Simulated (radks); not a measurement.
The numbers below are computed, except where a source is named.
Question: These are the eigenvalues of the occupied orbitals of an atom or ion with whole-number occupations (hartree). Level of theory: Dirac Kohn-Sham, PBEsol, spin-unpolarised, spherical densities, finite nucleus; Fermi nuclear charge, rms radius of each element as measured or else 0.836 A^(1/3) + 0.57 fm (a radial shooting solver on a logarithmic mesh with Libxc functionals).

1s1/2: -655.7281
2s1/2: -92.06905
2p1/2: -84.41639
2p3/2: -81.26461
3s1/2: -16.24964
3p1/2: -13.40173
3p3/2: -12.89916
3d3/2: -7.87472
3d5/2: -7.78279
4s1/2: -3.34290
4p1/2: -2.55625
4p3/2: -2.48546
6d3/2: -0.33229
6d5/2: -0.33150

Which element is it, and in what charge state? The configuration may be excited. Open shells, if any, are shared by 2j + 1.

Answer: Z = 40, zirconium, charge +3: Zr3+ in [Kr] 6d1. The list shows which subshells hold electrons but not how many an open one holds; the 1s level, -655.73 hartree, gives Z - s = 36.2 by -(Z - s)^2/2, which with screening and relativity narrows Z to a few neighbours, and the depths of the outer levels then fix element, charge and occupations together.
